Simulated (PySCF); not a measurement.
**Fractional electron number in Zn⁺ (zinc, charge +1)**

The 4s alpha orbital of [Ar] 3d10 4s1 is emptied in steps (occupation f), with all orbitals relaxed, ending at [Ar] 3d10. Computed with PySCF 2.14 in aug-cc-pVDZ-PP with ECP10MDF (5s5p4d2f, 54 functions), with scalar relativity through the core potential. The exact energy is a straight line in f; departures are measured from the line between the end points of the same method.

```json
{"f": "1", "UHF (eV)": "0.000", "LDA (eV)": "0.000", "PBE (eV)": "0.000", "PBE0 (eV)": "0.000", "r2SCAN (eV)": "0.000", "LC-wPBE (eV)": "0.000", "BHandHLYP (eV)": "0.000", "wB97X (eV)": "0.000", "r2SCAN0 (eV)": "0.000", "B3LYP (eV)": "0.000"}
{"f": "0.75", "UHF (eV)": "0.018", "LDA (eV)": "-0.758", "PBE (eV)": "-0.757", "PBE0 (eV)": "-0.551", "r2SCAN (eV)": "-0.656", "LC-wPBE (eV)": "-0.054", "BHandHLYP (eV)": "-0.388", "wB97X (eV)": "-0.105", "r2SCAN0 (eV)": "-0.479", "B3LYP (eV)": "-0.618"}
{"f": "0.5", "UHF (eV)": "0.024", "LDA (eV)": "-1.006", "PBE (eV)": "-1.012", "PBE0 (eV)": "-0.735", "r2SCAN (eV)": "-0.870", "LC-wPBE (eV)": "-0.071", "BHandHLYP (eV)": "-0.519", "wB97X (eV)": "-0.122", "r2SCAN0 (eV)": "-0.634", "B3LYP (eV)": "-0.825"}
{"f": "0.25", "UHF (eV)": "0.017", "LDA (eV)": "-0.749", "PBE (eV)": "-0.760", "PBE0 (eV)": "-0.551", "r2SCAN (eV)": "-0.648", "LC-wPBE (eV)": "-0.058", "BHandHLYP (eV)": "-0.392", "wB97X (eV)": "-0.072", "r2SCAN0 (eV)": "-0.470", "B3LYP (eV)": "-0.619"}
{"f": "0", "UHF (eV)": "0.000", "LDA (eV)": "0.000", "PBE (eV)": "0.000", "PBE0 (eV)": "0.000", "r2SCAN (eV)": "0.000", "LC-wPBE (eV)": "0.000", "BHandHLYP (eV)": "0.000", "wB97X (eV)": "0.000", "r2SCAN0 (eV)": "0.000", "B3LYP (eV)": "0.000"}
```

Q: For BHandHLYP, how does the orbital energy at f = 1 compare with the removal energy?

A: −ε = 15.973 eV against a total-energy difference of 18.034 eV. By Janak's theorem ε = ∂E/∂f, so the gap between them reflects the curvature. Along the path −ε is 16.995 (f = 0.75), 18.024 (f = 0.5), 19.066 (f = 0.25) eV.

```
   method  E(f=0) − E(f=1) (eV)  −ε at f=1 (eV)  −ε at f=0.5 (eV)
      UHF                16.801          16.900            16.799
      LDA                18.897          14.846            18.920
      PBE                18.555          14.529            18.544
     PBE0                18.185          15.247            18.184
   r2SCAN                18.440          14.919            18.476
  LC-wPBE                18.098          17.789            18.090
BHandHLYP                18.034          15.973            18.024
    wB97X                17.884          17.277            17.973
  r2SCAN0                18.167          15.584            18.199
    B3LYP                18.561          15.266            18.559
```

Reference removal energy between the ground levels: 17.964 eV (measured; NIST Atomic Spectra Database, ionization energies). UHF lacks correlation.
